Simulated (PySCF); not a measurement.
Compound: C2H8BNSi.
Structure used (PBE0-D3(BJ)/def2-SVP), in Å, numbered top down from 1:
```xyz
13
C2H8BNSi angstrom
C      2.1094   -1.3805   -0.6147
C      1.6981   -0.2897   -0.2488
Si     0.7947    1.2529    0.2946
B     -1.0862    0.5885    0.6694
N     -1.3421   -0.6475   -0.3470
H      2.5349   -2.3161   -0.9332
H      0.9967    2.2213   -0.8373
H      1.5386    1.8116    1.4672
H     -1.9653    1.4144    0.4849
H     -1.1079    0.1133    1.7951
H     -2.1345   -1.2190   -0.0522
H     -0.5033   -1.2427   -0.3912
H     -1.5283   -0.3260   -1.2982
```

Computed, not measured: PBE0-D3(BJ)/def2-SVP geometry optimisation, gas phase (PySCF 2.14.0).

Take the most abundant isotopes and a rigid rotor. The values belong to one conformer with, in the numbering `[CH:1]#[C:2][SiH2:3][BH2-:4][NH3+:5]`, C2–Si3–B4–N5 -31°.

(1) Give the principal moments of inertia and the rotational constants in cm⁻¹.

(2) What kind of rotor is it?

(3) Is it planar, by Δ = Ic − Ia − Ib?

(4) Give the other two planar moments, Paa and Pbb, and the rms extents of the mass along the axes.

(5) Which types of transition are allowed, and where do some lines up to J = 4 fall?

(6) Estimate the classical rotational partition function at 10 K, 50 K and 100 K.

Results:

(1) Ia = 110.16, Ib = 168.43, Ic = 260.40 u·Å²; 505379 MHz·u·Å²/I gives 4588, 3000 and 1941 MHz, that is A = 0.15303, B = 0.10008, C = 0.06474 cm⁻¹.

(2) An asymmetric top: κ = (2 × 3000 − 4588 − 1941)/(4588 − 1941) = -0.20.

(3) Not planar: Δ = Ic − Ia − Ib = -18.20 u·Å². For a rigid frame Δ = −2 Σ m c², so Σ m c² = 9.10 u·Å² lies off the ab plane: 6.96 from hydrogen and 2.14 from heavier atoms. The atom farthest from that plane is 1.56 Å away.

(4) Paa = Σ m a² = (Ib + Ic − Ia)/2 = 159.34 and Pbb = Σ m b² = (Ia + Ic − Ib)/2 = 101.06 u·Å². With the mass M = 85.05 u, the rms extents √(P/M) along a, b and c are 1.37, 1.09, 0.33 Å.

(5) The dipole components are |μa| = 0.65 D, |μb| = 5.35 D, |μc| = 1.34 D. The squared components, which scale the intensities, stand as 0.01 : 1.00 : 0.06 (a : b : c). Some of the stronger lines:

| type | branch | J(Ka,Kc) | MHz | lower level (cm⁻¹) |
| --- | --- | --- | --- | --- |
| b | Q | 1(1,0) ← 1(0,1) | 2647 | 0.165 |
| b | Q | 3(2,1) ← 3(1,2) | 5134 | 1.156 |
| b | R | 1(1,1) ← 0(0,0) | 6529 | 0.000 |
| b | Q | 3(1,2) ← 3(0,3) | 6659 | 0.933 |
| b | R | 2(0,2) ← 1(1,1) | 7915 | 0.218 |
| b | Q | 2(2,1) ← 2(1,2) | 7941 | 0.512 |
| b | Q | 4(3,1) ← 4(2,2) | 8179 | 2.056 |
| b | Q | 3(3,0) ← 3(2,1) | 9222 | 1.327 |
| b | Q | 3(2,2) ← 3(1,3) | 9737 | 0.947 |
| b | Q | 3(3,1) ← 3(2,2) | 10793 | 1.271 |
| b | R | 3(1,2) ← 2(2,1) | 11352 | 0.777 |
| b | Q | 4(3,2) ← 4(2,3) | 11660 | 1.921 |
| b | Q | 4(2,3) ← 4(1,4) | 12112 | 1.516 |
| b | Q | 4(4,0) ← 4(3,1) | 13783 | 2.329 |
| b | Q | 4(4,1) ← 4(3,2) | 14356 | 2.309 |
| b | R | 4(0,4) ← 3(1,3) | 16943 | 0.947 |
| b | R | 3(2,1) ← 2(1,2) | 24427 | 0.512 |
| b | R | 3(3,1) ← 2(2,0) | 25236 | 0.790 |
| b | R | 3(3,0) ← 2(2,1) | 25709 | 0.777 |
| b | R | 4(3,1) ← 3(2,2) | 31711 | 1.271 |
| b | R | 4(2,2) ← 3(1,3) | 33269 | 0.947 |
| b | R | 4(4,1) ← 3(3,0) | 34591 | 1.634 |

(6) Point group C1, symmetry number σ = 1; q = (√π/σ)·√((kT/h)³/(ABC)), k/h = 20836.6 MHz/K: 1030 at 10 K, 11500 at 50 K, 32600 at 100 K.

Not checked by PBE0-D3(BJ)/def2-SVP frequencies. Constants of a rigid frame at the computed geometry: no zero-point averaging, no centrifugal distortion. A rigid rotor knows nothing of internal rotation, which can split or shift real lines. Quadrupole hyperfine structure (11B, 14N) is left out.
